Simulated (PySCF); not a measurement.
Radial density of S⁺ (sulfur, charge +1)

UHF, [Ne] 3s2 3p3, high-spin 4S determinant. Calculation: PySCF 2.14, in cc-pV(D+d)Z; no relativity, point nucleus.

```json
{"r (bohr)": "0.00136", "4πr²ρ (e/bohr)": "0.05941", "4πr²(ρα − ρβ)": "0.0000"}
{"r (bohr)": "0.00229", "4πr²ρ (e/bohr)": "0.1636", "4πr²(ρα − ρβ)": "0.0000"}
{"r (bohr)": "0.00385", "4πr²ρ (e/bohr)": "0.4394", "4πr²(ρα − ρβ)": "0.0001"}
{"r (bohr)": "0.00648", "4πr²ρ (e/bohr)": "1.144", "4πr²(ρα − ρβ)": "0.0002"}
{"r (bohr)": "0.0109", "4πr²ρ (e/bohr)": "2.810", "4πr²(ρα − ρβ)": "0.0004"}
{"r (bohr)": "0.0183", "4πr²ρ (e/bohr)": "6.279", "4πr²(ρα − ρβ)": "0.0011"}
{"r (bohr)": "0.0308", "4πr²ρ (e/bohr)": "11.95", "4πr²(ρα − ρβ)": "0.0036"}
{"r (bohr)": "0.0518", "4πr²ρ (e/bohr)": "17.49", "4πr²(ρα − ρβ)": "0.0144"}
{"r (bohr)": "0.0872", "4πr²ρ (e/bohr)": "17.15", "4πr²(ρα − ρβ)": "0.0599"}
{"r (bohr)": "0.147", "4πr²ρ (e/bohr)": "12.26", "4πr²(ρα − ρβ)": "0.1986"}
{"r (bohr)": "0.247", "4πr²ρ (e/bohr)": "15.18", "4πr²(ρα − ρβ)": "0.3665"}
{"r (bohr)": "0.415", "4πr²ρ (e/bohr)": "16.47", "4πr²(ρα − ρβ)": "0.1810"}
{"r (bohr)": "0.698", "4πr²ρ (e/bohr)": "5.783", "4πr²(ρα − ρβ)": "0.1079"}
{"r (bohr)": "1.17", "4πr²ρ (e/bohr)": "3.040", "4πr²(ρα − ρβ)": "1.4325"}
{"r (bohr)": "1.97", "4πr²ρ (e/bohr)": "2.437", "4πr²(ρα − ρβ)": "1.5066"}
{"r (bohr)": "3.32", "4πr²ρ (e/bohr)": "0.3407", "4πr²(ρα − ρβ)": "0.2512"}
{"r (bohr)": "5.59", "4πr²ρ (e/bohr)": "0.005333", "4πr²(ρα − ρβ)": "0.0050"}
```
